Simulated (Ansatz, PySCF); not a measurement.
Breaking a bond: Ga2, triplet.

Levels: FCI = full CI/cc-pVTZ, cores with 3d frozen (Ansatz, an electronic-structure program); UKS-BP86/6-31G* = unrestricted BP86/6-31G*, spherical d (PySCF 2.14.0); UCCSD = CCSD on UHF/cc-pVTZ, cores with 3d frozen in Ansatz.

Total energies in hartree (comparable only within one method and basis):

| R / Å | FCI | UKS-BP86/6-31G* | UCCSD |
|---|---|---|---|
| 2.55 | -3846.66316 | -3849.65070 | -3846.65702 |
| 2.65 | -3846.66553 | -3849.65286 | -3846.65935 |
| 2.76 | -3846.66609 | -3849.65354 | -3846.65985 |
| 2.93 | -3846.66419 | -3849.65214 | -3846.65781 |
| 3.07 | -3846.66111 | -3849.64961 | -3846.65457 |
| 3.33 | -3846.65386 | -3849.64339 | -3846.64632 |
| 3.55 | -3846.64748 | -3849.63760 | -3846.63880 |
| 3.93 | -3846.63784 | -3849.62809 | -3846.62894 |
| 4.32 | -3846.63057 | -3849.61973 | -3846.62349 |
| 4.79 | -3846.62522 | -3849.61182 | -3846.62034 |
| 5.42 | -3846.62167 | -3849.60446 | -3846.61846 |
| 6.11 | -3846.62007 | -3849.59953 | -3846.61761 |
| 7.10 | -3846.61925 | -3849.59769 | -3846.61715 |
| 8.28 | -3846.61894 | -3849.59744 | -3846.61696 |

The scan ran from 1.76 to 8.28 Å; beyond the distances shown full CI changes its symmetry label.
